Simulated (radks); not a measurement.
Q: Radial electron density D(r) = 4 pi r^2 rho(r) of an atom or ion with 13 electrons. Calculated with a radial shooting solver on a logarithmic mesh with Libxc functionals: scalar-relativistic Kohn-Sham, PBE, spin-polarised, spherical densities, point nucleus.

```
   r/bohr * D(r) (the largest magnitude, 36.7, reaches the edge; | marks zero)
   0.0035 |  *
 0.004378 |    *
 0.005477 |      *
 0.006798 |         *
 0.008505 |             *
  0.01064 |                  *
  0.01331 |                        *
  0.01665 |                               *
  0.02083 |                                       *
  0.02607 |                                             *
  0.03261 |                                                 *
   0.0408 |                                                  *
  0.05104 |                                              *
  0.06335 |                                         *
  0.07925 |                                      *
  0.09915 |                                        *
    0.124 |                                               *
   0.1552 |                                                      *
   0.1942 |                                                     *
   0.2429 |                                         *
   0.3039 |                         *
   0.3802 |             *
   0.4756 |          *
    0.595 |         *
   0.7385 |      *
   0.9239 |  *
    1.156 |*
    1.446 *
    1.809 *
```

What is the nuclear charge?

A: Z = 28. The innermost maximum, from 1s, lies near gamma/Z bohr with gamma = sqrt(1 - (Z/c)^2) = 0.979, here 0.035 bohr (found: 0.0374), and its height grows with Z. The density is that of the nickel ion Ni15+ in [Ne] 3s2 3p1; the configuration itself is not fixed sharply by these data, and Z only to about a unit. D(r) has 2 maxima, at r = 0.0374, 0.171 bohr, and minima at 0.0831 bohr, inside which lie 2.13 electrons.
